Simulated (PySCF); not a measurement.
Record of a relaxation.

Species: SbH2(tBu), C4H11Sb.
Bonds: Sb1–C4, C4–C5, C4–C6, C4–C7. Hydrogens: H2, H3 on Sb1; H8, H9, H10 on C5; H11, H12, H13 on C6; H14, H15, H16 on C7.

Method: PySCF 2.14.0, PBE0-D3(BJ)/def2-SVP geometry optimisation, gas phase, def2 core potentials past Kr; density fitting, grid level 1; the optimiser is geomeTRIC in internal coordinates, started from a GFN2-xTB structure with every atom displaced at random (about 0.03 Å). The frame can shift and turn from step to step; on so coarse a grid that alone can change the energy by a few meV, and forces under 0.02 eV/Å are noise.

Step 0: E = -10856.0081 eV, largest atomic force 5.315 eV/Å
```
atom  x, y, z in Å  |  force x, y, z in eV/Å
Sb1     0.997    1.508    1.269   -1.107   1.487   0.035
H2      2.270    1.574    0.211    0.897   0.009  -0.535
H3      0.175    2.772    0.235    0.512  -0.698   0.851
C4      0.070   -0.046    0.119   -3.975   0.312   0.223
C5     -1.474   -0.201    0.583    3.051   2.448   3.599
C6      0.725   -1.319    0.408    1.037  -1.662   0.788
C7      0.026    0.250   -1.356   -2.387   0.815   1.730
H8     -1.932   -0.966    0.065   -1.267  -2.153  -1.387
H9     -1.504   -0.395    1.737   -0.038  -0.047  -1.864
H10    -2.022    0.737    0.475   -0.189   0.219  -0.367
H11     0.697   -1.577    1.506    0.022   0.105  -0.778
H12     1.791   -1.238    0.116   -0.109  -0.552  -0.061
H13     0.205   -2.142   -0.149    0.540   0.227   0.243
H14     0.971    0.390   -1.684    3.563   0.525  -1.712
H15    -0.569    1.136   -1.570   -0.009   0.502   0.026
H16    -0.459   -0.517   -1.899   -0.541  -1.536  -0.789
```

Step 1: E = -10856.7766 eV, largest atomic force 0.932 eV/Å
```
atom  x, y, z in Å  |  force x, y, z in eV/Å
Sb1     0.953    1.599    1.285    0.655  -0.663  -0.021
H2      2.334    1.682    0.214   -0.276  -0.035   0.277
H3      0.209    2.820    0.416   -0.382   0.481  -0.373
C4      0.002   -0.048    0.120   -0.702  -0.174  -0.112
C5     -1.464   -0.164    0.606    0.769   0.390   0.216
C6      0.730   -1.356    0.418    0.326   0.087   0.173
C7     -0.006    0.237   -1.383   -0.005   0.169   0.259
H8     -1.956   -0.989    0.070   -0.187  -0.025  -0.017
H9     -1.503   -0.363    1.688   -0.058  -0.177   0.011
H10    -2.015    0.776    0.447   -0.101  -0.092  -0.191
H11     0.720   -1.606    1.492   -0.056   0.053   0.042
H12     1.790   -1.338    0.111   -0.092   0.048  -0.075
H13     0.251   -2.202   -0.104   -0.061   0.034  -0.095
H14     1.006    0.377   -1.787    0.028  -0.055  -0.053
H15    -0.593    1.140   -1.612    0.065   0.035  -0.003
H16    -0.494   -0.599   -1.915    0.078  -0.075  -0.038
```

Step 2: E = -10856.8214 eV, largest atomic force 0.397 eV/Å
```
atom  x, y, z in Å  |  force x, y, z in eV/Å
Sb1     0.958    1.569    1.277   -0.095   0.294  -0.220
H2      2.324    1.643    0.230   -0.030  -0.004   0.027
H3      0.160    2.837    0.372    0.174  -0.291   0.205
C4     -0.014   -0.054    0.124   -0.048  -0.115  -0.163
C5     -1.453   -0.156    0.622    0.089   0.076  -0.077
C6      0.732   -1.355    0.416    0.106   0.072   0.067
C7     -0.001    0.242   -1.374    0.080   0.031   0.012
H8     -1.971   -0.976    0.089   -0.045   0.074   0.051
H9     -1.498   -0.371    1.698   -0.029  -0.082   0.115
H10    -2.010    0.779    0.448   -0.052  -0.061  -0.061
H11     0.729   -1.602    1.489   -0.025   0.002   0.043
H12     1.784   -1.323    0.089   -0.022   0.042  -0.041
H13     0.251   -2.196   -0.112   -0.040  -0.017  -0.037
H14     1.023    0.366   -1.771   -0.157  -0.052   0.072
H15    -0.567    1.158   -1.609    0.036  -0.024  -0.003
H16    -0.481   -0.595   -1.920    0.056   0.056   0.011
```

Step 3: E = -10856.8321 eV, largest atomic force 0.098 eV/Å
```
atom  x, y, z in Å  |  force x, y, z in eV/Å
Sb1     0.962    1.565    1.269   -0.040   0.057   0.068
H2      2.320    1.632    0.224    0.056  -0.003  -0.048
H3      0.173    2.808    0.380    0.010   0.001   0.015
C4     -0.021   -0.055    0.122   -0.018  -0.053  -0.060
C5     -1.458   -0.155    0.625    0.007   0.006   0.025
C6      0.735   -1.347    0.416    0.014  -0.007   0.039
C7      0.000    0.243   -1.373    0.033   0.015  -0.010
H8     -1.985   -0.971    0.098   -0.005   0.011   0.009
H9     -1.505   -0.374    1.704    0.002  -0.004  -0.026
H10    -2.022    0.774    0.443   -0.015  -0.009  -0.012
H11     0.735   -1.591    1.491   -0.003  -0.004  -0.015
H12     1.782   -1.301    0.079   -0.001   0.004  -0.013
H13     0.255   -2.190   -0.113    0.006  -0.011   0.006
H14     1.026    0.358   -1.759   -0.057  -0.019   0.026
H15    -0.556    1.162   -1.614    0.008  -0.006  -0.005
H16    -0.475   -0.591   -1.925    0.005   0.021  -0.001
```

Step 4: E = -10856.8330 eV, largest atomic force 0.033 eV/Å
```
atom  x, y, z in Å  |  force x, y, z in eV/Å
Sb1     0.965    1.567    1.270    0.011  -0.012   0.005
H2      2.325    1.631    0.218   -0.009  -0.002   0.003
H3      0.179    2.816    0.389   -0.004   0.009  -0.006
C4     -0.022   -0.056    0.121   -0.025  -0.015  -0.016
C5     -1.460   -0.156    0.624    0.010   0.007   0.012
C6      0.735   -1.347    0.417    0.007   0.009   0.011
C7     -0.002    0.242   -1.373    0.016   0.013   0.005
H8     -1.988   -0.973    0.100    0.001  -0.006  -0.003
H9     -1.508   -0.375    1.703    0.001   0.002  -0.003
H10    -2.027    0.771    0.440    0.000   0.001  -0.003
H11     0.737   -1.590    1.492    0.001   0.000  -0.004
H12     1.781   -1.299    0.077    0.000  -0.003  -0.003
H13     0.257   -2.193   -0.110    0.002   0.000   0.004
H14     1.024    0.352   -1.757   -0.003  -0.006  -0.001
H15    -0.553    1.163   -1.615    0.002   0.003   0.001
H16    -0.478   -0.588   -1.928   -0.008   0.000  -0.001
```

Step 5: E = -10856.8332 eV, largest atomic force under 0.02 eV/Å
```
atom  x, y, z in Å  |  force x, y, z in eV/Å
Sb1     0.966    1.566    1.270    0.006  -0.007   0.001
H2      2.323    1.627    0.215   -0.004   0.001   0.002
H3      0.180    2.817    0.391   -0.002   0.003  -0.002
C4     -0.023   -0.057    0.120   -0.003  -0.002  -0.004
C5     -1.460   -0.156    0.624   -0.006  -0.003  -0.002
C6      0.735   -1.347    0.417    0.003   0.008  -0.001
C7     -0.002    0.243   -1.373    0.005   0.004   0.003
H8     -1.988   -0.973    0.100    0.001  -0.004   0.000
H9     -1.508   -0.374    1.703    0.000   0.003   0.003
H10    -2.027    0.770    0.439    0.002   0.001   0.000
H11     0.738   -1.589    1.492    0.001   0.000   0.002
H12     1.781   -1.298    0.076    0.000  -0.002  -0.001
H13     0.257   -2.194   -0.109   -0.001  -0.001   0.001
H14     1.024    0.349   -1.757    0.003  -0.004  -0.002
H15    -0.549    1.167   -1.614    0.002   0.003   0.001
H16    -0.481   -0.585   -1.929   -0.007   0.001   0.000
```

Problem. Summarise the path.

Solution. The energy falls by 79.61 kJ/mol from step 0 to step 5; nine tenths of that is first reached at step 1. It falls at every step. The largest force goes from 5.315 to under 0.02 eV/Å. Among the bonds Sb1–H3 changes most, from 1.827 to 1.719 Å; the atoms move by 0.076 Å rms after alignment.

The cost below is that of the whole optimisation. On one thread of an Arm Neoverse V2, no GPU, shared host with 96 logical CPUs at a one-minute load of 55, this took 55 s of wall time and 0.59 GiB of memory at its peak.
